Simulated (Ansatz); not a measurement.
Consider the substitution at a C–C bond: `CC/C=C\CC` + `[NH2][AlH][NH2]` → `C[NH][AlH][NH2]` + `C/C=C\CC`.

Gas-phase electronic energies from Ansatz, PBE0-D4/def2-TZVP geometries. CCSD(T)/CBS adds triple-zeta CCSD(T) − MP2 to the extrapolated MP2 energy (def2 sets, frozen cores). This one scheme is used for every species. Double bonds are as drawn, so ΔE can hold a change between cis and trans. DFT in def2-TZVPP. One conformer a species, not always the lowest.

```csv
level,ΔE (eV)
LDA (SPW92),0.40
BLYP-D4,0.38
CCSD/def2-SVP,0.37
CCSD/CBS(def2),0.46
```

(1) What does CCSD(T)/CBS give? (An estimate is asked.)

Largest T1 diagnostic among the species: 0.010.

## Answers

(1) Ansatz gave: +0.47 eV. The listed levels differ from it by -0.07, -0.09, -0.10, -0.01 eV.

At CCSD(T), def2-SVP lies −0.10 eV from the extrapolated value and def2-TZVPP −0.02 eV. From BLYP to BHLYP (50 % exact exchange), in def2-TZVPP and without D4, ΔE moves by +0.04 eV.
